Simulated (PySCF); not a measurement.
Isomers of C7H14OSi, one GFN2-xTB conformer each. Single-point energies are computed at PBE0/pcSseg-1 (PySCF, gas phase, no added dispersion term), electronic only.

Question: Rank them by PBE0/pcSseg-1 energy, lowest first (kcal/mol).
A. `[CH2:1]=[CH:2]/[C:3](=[CH:4]\[CH2:5][O:6][SiH3:7])[CH2:8][CH3:9]` with C1–C2–C3–C4 177°, C3–C4–C5–O6 -177°, C4–C5–O6–Si7 175°, C2–C3–C8–C9 83°
B. `[CH3:1][CH2:2][C:3](=[O:4])/[CH:5]=[CH:6]/[SiH:7]([CH3:8])[CH3:9]` with C1–C2–C3–O4 1°, C2–C3–C5–C6 180°, C5–C6–Si7–C8 -173°
C. `[CH2:1]=[C:2]1[CH2:3][CH2:4][CH2:5][CH2:6][C@@H:7]1[O:8][SiH3:9]` with C6–C7–O8–Si9 177°, C1–C2–C3–C4 123°, C2–C3–C4–C5 57°, C3–C4–C5–C6 -58°, C4–C5–C6–C7 58°
D. `[CH2:1]=[C:2]([CH3:3])[C@@H:4]1[CH2:5][O:6][CH2:7][CH2:8][SiH2:9]1` with C1–C2–C4–C5 30°, C2–C4–C5–O6 -71°, C4–C5–O6–C7 -70°, C5–O6–C7–C8 72°, O6–C7–C8–Si9 -58°
E. `[CH:1]#[C:2][C@:3]([CH3:4])([CH2:5][OH:6])[CH2:7][SiH2:8][CH3:9]` with C2–C3–C5–O6 180°, C3–C5–O6–H -66°, C2–C3–C7–Si8 168°, C3–C7–Si8–C9 -91°
F. `[CH2:1]=[CH:2][C@@:3]1([O:4][CH2:5][CH3:6])[SiH2:7][C@@H:8]1[CH3:9]` with C1–C2–C3–O4 176°, C2–C3–O4–C5 71°, C3–O4–C5–C6 169°
G. `[CH3:1][CH2:2][C@@:3]1([SiH3:4])[CH2:5][C@H:6]1[C:7]([CH3:8])=[O:9]` with C1–C2–C3–Si4 61°, C5–C6–C7–C8 -163°

Answer: C (0.0), B (1.6), D (20.3), G (20.8), A (25.1), E (48.7), F (58.1).

As drawn, the lowest has an Si–O bond, which the highest lacks; the highest has a three-membered ring and an Si–C bond, which the lowest lacks. Neighbours under 2.5 kcal/mol apart (C=C1CCCC[C@@H]1O[SiH3] and CCC(=O)/C=C/[SiH](C)C; C=C(C)[C@@H]1COCC[SiH2]1 and CC[C@@]1([SiH3])C[C@H]1C(C)=O) can change places with a better method, another conformer or zero-point energy. GFN2-xTB itself gives, in the same order: 0.0, 68.1, 52.0, 47.0, 32.1, 83.6, 86.8. Both levels put the same isomer lowest; measured from each level's own lowest isomer, the values differ by up to 66.5 kcal/mol (CCC(=O)/C=C/[SiH](C)C: 68.1 against 1.6).

Q: Which frontier levels, dipoles and rotational constants go with these structures?

A: 
```
                       SMILES  HOMO (eV, PBE0/pcSseg-1)  LUMO (eV)  dipole (D)       A, B, C (MHz)
       C=C1CCCC[C@@H]1O[SiH3]                     -7.40       0.21        0.86   1968, 1079, 904.7
        CCC(=O)/C=C/[SiH](C)C                     -7.25      -1.77        2.59  3363, 486.9, 449.1
     C=C(C)[C@@H]1COCC[SiH2]1                     -6.75       0.53        1.29   2048, 1143, 931.7
CC[C@@]1([SiH3])C[C@H]1C(C)=O                     -7.16      -0.50        2.18  1921, 966.5, 867.8
         C=C/C(=C\CO[SiH3])CC                     -6.53      -0.91        0.91  2905, 505.3, 450.4
       C#C[C@](C)(CO)C[SiH2]C                     -7.64       0.74        1.67  2173, 858.6, 810.3
 C=C[C@@]1(OCC)[SiH2][C@@H]1C                     -6.02      -0.27        0.91   1619, 1046, 864.1
```

Q: As an exercise, what shares would exp(−E/RT) give at 2000 K from these electronic energies alone (no entropy, no degeneracies)?

A: RT = 3.974 kcal/mol: C=C1CCCC[C@@H]1O[SiH3] 59.5 %, CCC(=O)/C=C/[SiH](C)C 39.8 %, C=C(C)[C@@H]1COCC[SiH2]1 0.4 %, CC[C@@]1([SiH3])C[C@H]1C(C)=O 0.3 %, C=C/C(=C\CO[SiH3])CC 0.1 %, C#C[C@](C)(CO)C[SiH2]C under 0.1 %, C=C[C@@]1(OCC)[SiH2][C@@H]1C under 0.1 %.
